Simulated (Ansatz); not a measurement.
Computed with Ansatz on PBE0-D4/def2-TZVP structures; ΔE is electronic, products minus reactants. CCSD(T)/CBS adds triple-zeta CCSD(T) − MP2 to the extrapolated MP2 energy (def2 sets, frozen cores). This one scheme is used for every species. DFT in def2-TZVPP. One conformer a species, not always the lowest.

Reaction (ligand exchange at a P–N bond): `F/C=N/P` + `O[SiH2]O` → `O[SiH2]OP` + `N=CF`

`F/C=N/P`:

Cartesian coordinates in Å:
```
F 0.584 0.277 -2.372
C 0.260 -0.228 -1.188
N 0.096 0.519 -0.208
P -0.326 -0.279 1.282
H 0.178 -1.317 -1.245
H 0.594 0.430 2.100
H -1.387 0.599 1.630
```

`O[SiH2]O`:

```xyz
7

O     0.545    1.180   -0.643
Si    0.237   -0.090    0.351
O    -1.057   -0.986   -0.114
H     0.826    0.987   -1.539
H     1.357   -1.059    0.355
H     0.014    0.540    1.673
H    -1.921   -0.573   -0.082
```

`O[SiH2]OP`:

Cartesian coordinates in Å:
```
O -1.759 0.114 1.004
Si -0.939 -0.650 -0.190
O 0.694 -0.491 -0.038
P 1.539 0.917 -0.147
H -1.912 1.056 0.916
H -1.344 -0.101 -1.510
H -1.218 -2.090 -0.047
H 2.588 0.472 -1.001
H 2.350 0.772 1.014
```

`N=CF`:

Cartesian coordinates in Å:
```
N -0.626 0.716 -0.087
C 0.243 -0.171 -0.125
F 1.030 -0.285 -1.189
H -1.142 0.672 0.787
H 0.496 -0.933 0.615
```

**Question.** Is it downhill or uphill in electronic energy at CCSD(T)/CBS, and by how much? (An estimate is asked.)

**Answer.** The calculation gave: Downhill: ΔE = -13.7 kJ/mol.

**Question.** What do these levels give: r2SCAN0-D4, CAM-B3LYP-D4, B2PLYP, BHLYP, CAM-B3LYP, MP2/def2-TZVPP? (An estimate is asked.)

**Answer.** Computed: r2SCAN0-D4 -12.5, CAM-B3LYP-D4 -16.7, B2PLYP -12.6, BHLYP -16.4, CAM-B3LYP -15.1, MP2/def2-TZVPP -9.1 kJ/mol.

Largest T1 diagnostic among the species: 0.014.

Leaving LDA and LC-ωPBE aside and taking each functional with its dispersion term where it has one, the values, not all of them listed here, spread over 11.8 kJ/mol, from BHLYP-D4 to revPBE-D4. In def2-TZVPP, CCSD(T) changes the Hartree–Fock value by +8.6 kJ/mol (the triples alone add +2.1 kJ/mol) and MP2 by +12.6 kJ/mol.
